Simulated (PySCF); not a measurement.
Work out the structure from these simulated measurements.

Elements present: C, Cl, H and Si. Monoisotopic mass: 144.0162 u.

* Rotational structure: rotational constants A, B, C: 2.332, 0.736, 0.618 GHz [GFN2-xTB]
* 13C NMR: chemical shifts (computed TMS as zero) by class: 150.4 (1 C), 143.1 (1 C), 139.8 (1 C), 138.3 (1 C), 131.6 (1 C), 127.8 (1 C) ppm [GIAO PBE0/pcSseg-1]
* NMR, other nuclei: isotropic shieldings of nuclei other than C and H, by class: 365 (1 Si), 992 (1 Cl) ppm [GIAO PBE0/pcSseg-1]
* UV, first state: lowest singlet excitation: 4.83 eV (256 nm, f = 0.859) [TDDFT wB97X-D/def2-SVPD]
* Triplet: lowest triplet excitation (Tamm–Dancoff): 2.65 eV [TDA wB97X-D/def2-SVPD]
* 1H NMR: chemical shifts (computed TMS as zero) by class: 7.32 (1 H), 7.30 (1 H), 6.56 (1 H), 5.82 (1 H), 5.77 (1 H), 5.74 (1 H), 5.73 (1 H), 5.36 (2 H) ppm [GIAO PBE0/pcSseg-1]
* Dipole: 2.08 D [wB97X-D/def2-SVPD]

The electronic properties come from PySCF, for the isolated species, density fitting. Levels stand in brackets. Geometry: GFN2-xTB, one conformer, isolated molecule. NMR values are class means; diastereotopic atoms form classes of their own.

Question: Which formula fits the mass and the elements?

Answer: C6H9ClSi (calculated 144.0162). No other formula that holds each of these elements comes within 0.0003 u with a fitting electron parity and a possible valence count.

Question: Propose a structure and show how it fits.

Answer: Numbering: `[CH2:1]=[CH:2]/[CH:3]=[C:4](\[CH:5]=[CH2:6])[SiH2:7][Cl:8]`. Its formula, C6H9ClSi, gives 3 degrees of unsaturation: 0 rings and 3 π bonds in the structure found. 6 carbons fall into 6 classes; from least to most shielded: alkene CH carbon [C3] (150.4 ppm), fully substituted alkene carbon [C4] (143.1 ppm), alkene CH carbon [C5] (139.8 ppm), alkene CH carbon [C2] (138.3 ppm), terminal =CH2 carbon [C1] (131.6 ppm), terminal =CH2 carbon [C6] (127.8 ppm). Hydrogen classes from least to most shielded: 1 H on an alkene CH carbon, C5 (7.32 ppm), 1 H on an alkene CH carbon, C2 (7.30 ppm), 1 H on an alkene CH carbon, C3 (6.56 ppm), 1 H on a terminal =CH2 carbon, C6 (5.82 ppm), 1 H on a terminal =CH2 carbon, C1 (5.77 ppm), 1 H on a terminal =CH2 carbon, C6 (5.74 ppm), 1 H on a terminal =CH2 carbon, C1 (5.73 ppm), 2 H on a chlorine-bound silicon, Si7 (5.36 ppm, a mean of values up to 0.5 ppm apart in this geometry). The other shieldings belong to: 365 ppm, chlorine-bound silicon [Si7]; 992 ppm, silicon-bound chlorine [Cl8]. The optimised geometry has point group C1 and is an asymmetric top. Structure: `C=C/C=C(\C=C)[SiH2]Cl`. Computed isomers that give other values at the same levels: `C=C=C1CCC[Si@@H]1Cl` (13C chemical shifts (computed TMS as zero) by class: 221.7 (1 C), 96.5 (1 C), 71.7 (1 C), 37.7 (1 C), 28.9 (1 C), 21.3 (1 C) ppm); `ClCC[SiH]1C=CC=C1` (13C chemical shifts (computed TMS as zero) by class: 155.3 (2 C), 138.8 (2 C), 49.7 (1 C), 19.1 (1 C) ppm); `CC#C[Si@@H](Cl)C1CC1` (13C chemical shifts (computed TMS as zero) by class: 115.0 (1 C), 83.4 (1 C), 6.6 (1 C), 5.7 (1 C), 2.9 (1 C), 1.2 (1 C) ppm). The assignments are read from this structure; whether some other isomer fits the data as well wasn't checked.

Conformer computed: `[CH2:1]=[CH:2]/[CH:3]=[C:4](\[CH:5]=[CH2:6])[SiH2:7][Cl:8]`: C1–C2–C3–C4 180°, C3–C4–C5–C6 178°, C3–C4–Si7–Cl8 117°.
